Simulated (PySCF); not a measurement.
SMILES C(C[SiH3])O, GFN2-xTB optimised geometry.

```
12

O      2.07    -1.11     0.00
C      0.66    -1.11     0.00
C      0.07     0.29     0.00
Si    -1.83     0.29    -0.11
H      2.38    -0.59     0.75
H      0.29    -1.68     0.86
H      0.38    -1.65    -0.91
H      0.49     0.85    -0.84
H      0.39     0.81     0.91
H     -2.29     1.68    -0.10
H     -2.38    -0.43     1.04
H     -2.25    -0.37    -1.35
```

Density from PBE/def2-TZVP run with PySCF 2.14.0 at that geometry.

Minimum of the electron density along straight lines between bonded atoms, close to the bond critical point (lines longer than 1.1 times the sum of covalent radii, or with two minima, are not listed):

```json
[
 {"bond": "O1–C2", "length / Å": "1.410", "ρ at the minimum / e bohr⁻³": "0.265", "∇²ρ there / e bohr⁻⁵": "-0.59", "position (fraction from the first atom)": "0.63"},
 {"bond": "C2–C3", "length / Å": "1.524", "ρ at the minimum / e bohr⁻³": "…", "∇²ρ there / e bohr⁻⁵": "-0.58", "position (fraction from the first atom)": "0.50"},
 {"bond": "C3–Si4", "length / Å": "1.901", "ρ at the minimum / e bohr⁻³": "0.115", "∇²ρ there / e bohr⁻⁵": "0.13", "position (fraction from the first atom)": "0.61"},
 {"bond": "O1–H5", "length / Å": "0.964", "ρ at the minimum / e bohr⁻³": "…", "∇²ρ there / e bohr⁻⁵": "…", "position (fraction from the first atom)": "0.80"},
 {"bond": "C2–H6", "length / Å": "1.100", "ρ at the minimum / e bohr⁻³": "0.278", "∇²ρ there / e bohr⁻⁵": "-0.95", "position (fraction from the first atom)": "0.64"},
 {"bond": "C2–H7", "length / Å": "1.092", "ρ at the minimum / e bohr⁻³": "0.284", "∇²ρ there / e bohr⁻⁵": "-0.99", "position (fraction from the first atom)": "0.65"},
 {"bond": "C3–H8", "length / Å": "1.092", "ρ at the minimum / e bohr⁻³": "0.272", "∇²ρ there / e bohr⁻⁵": "-0.89", "position (fraction from the first atom)": "0.64"},
 {"bond": "C3–H9", "length / Å": "1.094", "ρ at the minimum / e bohr⁻³": "0.270", "∇²ρ there / e bohr⁻⁵": "-0.87", "position (fraction from the first atom)": "0.64"},
 {"bond": "Si4–H10", "length / Å": "1.464", "ρ at the minimum / e bohr⁻³": "0.123", "∇²ρ there / e bohr⁻⁵": "0.17", "position (fraction from the first atom)": "0.50"},
 {"bond": "Si4–H11", "length / Å": "1.465", "ρ at the minimum / e bohr⁻³": "0.123", "∇²ρ there / e bohr⁻⁵": "0.17", "position (fraction from the first atom)": "0.50"},
 {"bond": "Si4–H12", "length / Å": "1.463", "ρ at the minimum / e bohr⁻³": "0.124", "∇²ρ there / e bohr⁻⁵": "0.17", "position (fraction from the first atom)": "0.50"}
]
```

Q: Fill in the missing entries.

A: 
- C2–C3, ρ at the minimum / e bohr⁻³: 0.245
- O1–H5, ρ at the minimum / e bohr⁻³: 0.361
- O1–H5, ∇²ρ there / e bohr⁻⁵: -2.37
